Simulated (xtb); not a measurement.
xtb input (GFN2-xTB):

```bash
xtb mol.xyz --gfn 2 --ohess tight --chrg 1 --uhf 0
```
mol.xyz:
```
12

C     -1.87369385     0.18425973     0.21318930
C     -1.55992209    -1.14169959     0.27741830
O     -0.24341700    -1.34780384     0.10585138
C      0.29663047    -0.09384428    -0.05589199
C     -0.65082462     0.87152505     0.03114761
C      1.71334571    -0.02279238    -0.26107624
O      2.34650844     1.02337131    -0.37794384
H     -2.92118501     0.65176340     0.36879665
H     -2.19126254    -2.06962280     0.39952721
H     -0.47390325     1.94080992    -0.03763145
H      2.24128687    -0.95256886    -0.24770720
H      3.34836502     1.02690709    -0.48414775
```

End of the output:

```
       2    185.74    -0.67678 ( 99.48%)    -0.66766 (  0.52%)    -0.67674
       3    274.81    -0.46683 ( 99.89%)    -0.55165 (  0.11%)    -0.46693
   ------------------------------------------------------------------------

   temp. (K)  partition function   enthalpy   heat capacity  entropy
                                   cal/mol     cal/K/mol   cal/K/mol   J/K/mol
 298.15  VIB   6.36                 1881.970     15.859      9.987
         ROT  0.171E+06              888.752      2.981     26.925
         INT  0.109E+07             2770.722     18.840     36.912
         TR   0.926E+27             1481.254      4.968     39.612
         TOT                        4251.9759    23.8079    76.5243   320.1779

       T/K    H(0)-H(T)+PV         H(T)/Eh          T*S/Eh         G(T)/Eh
   ------------------------------------------------------------------------
    298.15    0.677595E-02    0.949638E-01    0.363592E-01    0.586046E-01
   ------------------------------------------------------------------------

         :::::::::::::::::::::::::::::::::::::::::::::::::::::
         ::                  THERMODYNAMIC                  ::
         :::::::::::::::::::::::::::::::::::::::::::::::::::::
         :: total free energy         -20.845796615737 Eh   ::
         ::.................................................::
         :: total energy              -20.904401189544 Eh   ::
         :: zero point energy           0.088187806612 Eh   ::
         :: G(RRHO) w/o ZPVE           -0.029583232806 Eh   ::
         :: G(RRHO) contrib.            0.058604573806 Eh   ::
         :::::::::::::::::::::::::::::::::::::::::::::::::::::

optimized geometry written to: xtbopt.xyz

           -------------------------------------------------
          | TOTAL ENERGY              -20.904401189544 Eh   |
          | TOTAL ENTHALPY            -20.809437428096 Eh   |
          | TOTAL FREE ENERGY         -20.845796615737 Eh   |
          | GRADIENT NORM               0.000256948682 Eh/α |
          | HOMO-LUMO GAP               2.693644739453 eV   |
           -------------------------------------------------

------------------------------------------------------------------------
Note: The following floating-point exceptions are signalling: IEEE_UNDERFLOW_FLAG IEEE_DENORMAL
normal termination of xtb
------------------------------------------------------------------------
 total:
 SCF:
 ANC optimizer:
 analytical hessian:
```

It need not be the lowest isomer of its formula.
